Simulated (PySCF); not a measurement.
**Shapes and spin states of Ni₂F⁺**

Method: PySCF, PBE0, basis F def2-SVP, Ni def2-SVP (no relativity, density fitting).

Relaxations began from a few typed shapes and spin states; open shells are unrestricted. The search is not exhaustive: other isomers or separated fragments can lie lower, and high-lying points may rest on an excited occupation.

(1) Order these stationary points by electronic energy, lowest first, in kJ/mol from the lowest minimum.
A. singlet (closed shell, unstable to spin polarisation) C2v: F–Ni 1.786 Å (×2), Ni–Ni 2.215 Å; F–Ni–Ni 51.7° (×2), Ni–F–Ni 76.7°
B. triplet (⟨S²⟩ 2.43) D∞h: F–Ni 1.836 Å (×2); Ni–F–Ni 180.0°
C. broken-symmetry Ms = 0 (⟨S²⟩ 1.59) C2v: F–Ni 1.870 Å (×2), Ni–Ni 2.420 Å; F–Ni–Ni 49.7° (×2), Ni–F–Ni 80.7°
D. singlet (closed shell, unstable to spin polarisation) D∞h: F–Ni 1.761 Å (×2); Ni–F–Ni 180.0°

(2) Which of them are minima?

Results:

(1) C (0.0), B (4.4), A (179.1), D (287.9).

(2) By energy in kJ/mol, 0.0: minimum; 4.4: minimum; 179.1: minimum of the closed-shell surface only; 287.9: saddle point, 2 imaginary modes.

For the lowest minimum: the determinant is spin-contaminated (⟨S²⟩ = 1.59, pure value 0.00). The spin densities have lower symmetry than the nuclear frame.

The electron or spin density has lower symmetry than the nuclear frame for the triplet (⟨S²⟩ 2.43) D∞h at 4.4 kJ/mol.
